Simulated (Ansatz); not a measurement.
Computed with Ansatz on PBE0-D4/def2-TZVP structures; ΔE is electronic, products minus reactants. CBS: MP2 limit from def2 TZ/QZ plus the TZ coupled-cluster correction, frozen cores. DFT in def2-TZVPP. HSE06 is defined as in plane-wave codes. def2 core potentials past Kr. For Mo, Sn outer-core shells are correlated without core-valence functions, which leaves a few kJ/mol of doubt a bond. Each species was taken in one conformer, which may not be the lowest.

Consider the redistribution: `C[N](C)[Sn]([Cl])([N](C)C)[N](C)C` + `C[N]=[Mo](=[O])([OH])[Cl]` → `C[N](C)[Sn]([Cl])([Cl])[N](C)C` + `C[N]=[Mo](=[O])([OH])[N](C)C`.

Problem. Is it downhill or uphill in electronic energy at CCSD(T)/CBS, and by how much? (Best estimate.)

Solution. Computed: Downhill: ΔE = -40.6 kJ/mol.

Problem. What do these levels give: HSE06-D4, BHLYP-D4, ωB97X-V, ωB97M-V, BHLYP, MP2/CBS(def2)? (An estimate is asked.)

Solution. Ansatz gave: HSE06-D4 -45.5, BHLYP-D4 -44.3, ωB97X-V -40.2, ωB97M-V -41.2, BHLYP -47.2, MP2/CBS(def2) -32.7 kJ/mol.

Largest T1 diagnostic among the species: 0.022, so the coupled-cluster value is less sure than usual.

From BLYP to BHLYP (50 % exact exchange), in def2-TZVPP and without D4, ΔE moves by +6.8 kJ/mol. In def2-TZVPP, CCSD(T) changes the Hartree–Fock value by +4.0 kJ/mol (the triples alone add −0.8 kJ/mol) and MP2 by +11.9 kJ/mol. The D4 term adds +3.5 kJ/mol with B3LYP and +2.6 kJ/mol with PBE0; it sums over pairs of atoms, weighted by their polarisabilities, and B3LYP, whose exchange is more repulsive, gets the larger term.

B3LYP here is the variant with VWN-RPA as its local correlation; programs differ in this.
